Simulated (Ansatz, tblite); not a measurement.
Forces on FeBr₂ at its PBE0-D4/def2-TZVP geometry. Total charge 0; singlet.

The xTB rows come from tblite. The restricted singlet is unstable towards broken spin symmetry at other levels; at BHLYP-D4/def2-TZVP this wasn't settled. The geometry of the singlet was relaxed on an unsound state (restricted singlet, unstable towards broken spin symmetry). At PBE0-D4/def2-TZVP a quintet of charge 0 lies 3.63 eV below the restricted singlet, each at its own geometry. The structure comes from a short search, and lower isomers may exist.

GFN1-xTB (tblite), largest force 0.28 eV/Å:

```xyz
3
positions Å, forces eV/Å
Fe   -0.002    0.005    0.004    0.003   -0.006   -0.006
Br    0.271   -1.370    1.718   -0.035    0.173   -0.211
Br   -0.268    1.365   -1.722    0.032   -0.167    0.217
```

GFN2-xTB (tblite), largest force 1.05 eV/Å:

```
Fe 0.005 -0.010 -0.009
Br -0.130 0.655 -0.813
Br 0.126 -0.645 0.822
```

BHLYP-D4/def2-TZVP (Ansatz), largest force 0.66 eV/Å:

```
Fe -0.001 0.003 0.002
Br 0.081 -0.411 0.514
Br -0.080 0.408 -0.516
```
